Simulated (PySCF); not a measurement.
**Ionisation energy of I⁺ by level of theory**

I⁺ [Kr] 4d10 5s2 5p4 (3P) → I²⁺ [Kr] 4d10 5s2 5p3 (4S), as a difference of total energies. Calculation: PySCF 2.14, in x2c-QZVPPall (13s9p7d4f1g, 112 functions); the spin-free X2C one-electron Hamiltonian (Gaussian nucleus). Correlated levels: valence: [Kr] 4d10 frozen; valence and next inner shell: [Ar] 3d10 frozen. The calculations carry no spin-orbit coupling.

**Question.** Order these methods by the ionisation energy they give, lowest first.
A. MP2 (valence)
B. PBE0
C. SCS-MP2 (valence and next inner shell)
D. ROHF

**Answer.** D (17.583 eV), A (18.408 eV), C (18.584 eV), B (18.750 eV).

A first-order spin-orbit estimate (lowest level to lowest level, LS coupling) adds 0.334 eV.

Errors of the correlated levels include the incompleteness of this basis and the frozen core.

For comparison: 19.131 eV (measured; NIST Atomic Spectra Database, ionization energies).
